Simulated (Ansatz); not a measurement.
C₂H₆AlNO, SMILES `C[O][Al]1[CH2][NH]1` at its PBE0-D4/def2-TZVP geometry, where that method's forces vanish. Total charge 0; spin multiplicity 1.

```xyz
11

C    -1.2142   -2.1714   -0.2175
O    -0.3688   -1.1524   -0.6633
Al    0.3008    0.3060   -0.2265
C     1.3139    1.9121   -0.2900
N     0.4760    1.5582    0.9340
H    -0.6576   -3.1100   -0.1352
H    -1.6559   -1.9481    0.7597
H    -2.0269   -2.3200   -0.9348
H     0.9875    2.8031   -0.8324
H     2.3928    1.9450   -0.1185
H     0.4523    2.1775    1.7245
```

(1) What forces (eV/Å) does ωB97M-V/def2-TZVPP give on these atoms in Ansatz? (Estimate.)

Results:

(1) Computed: 
```
C1  -0.228 -0.298  0.096
O2   0.128  0.132 -0.094
Al3  0.051  0.080 -0.004
C4   0.174  0.087 -0.239
N5  -0.116  0.019  0.249
H6  -0.057  0.090 -0.007
H7   0.045 -0.013 -0.090
H8   0.077  0.013  0.073
H9   0.031 -0.084  0.071
H10 -0.114  0.004 -0.003
H11  0.008 -0.029 -0.052
```
